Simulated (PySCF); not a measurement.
Computed with PySCF 2.14.0 with r2SCAN-D4/def2-TZVP // r2SCAN-D4/def2-SVP. Gas-phase values, no solvent. One relaxed conformer stands for a flexible species; it need not be the lowest. Excitations are Tamm–Dancoff values on a coarser integration grid. The basis has no diffuse functions, so Rydberg states are missing or too high.

Reference species (SMILES): `Bc1c(C#N)ccc2ccsc12` (neutral, multiplicity 1).

The S1 oscillator strength is 0.037. The HOMO–LUMO gap is 2.82 eV and the T1 excitation (TDA) is 2.41 eV. The HOMO is -6.32 eV.

Changed species: `Bc1cc2cccc(C#N)c2s1`.

Task: What does the change do to the S1 oscillator strength, HOMO–LUMO gap, T1 excitation (TDA) and HOMO?

Result: the S1 oscillator strength rises by 0.019, to 0.056; the HOMO–LUMO gap goes up by 0.08 eV, to 2.90 eV; the T1 excitation (TDA) hardly moves; the HOMO falls by 0.05 eV, to -6.37 eV.
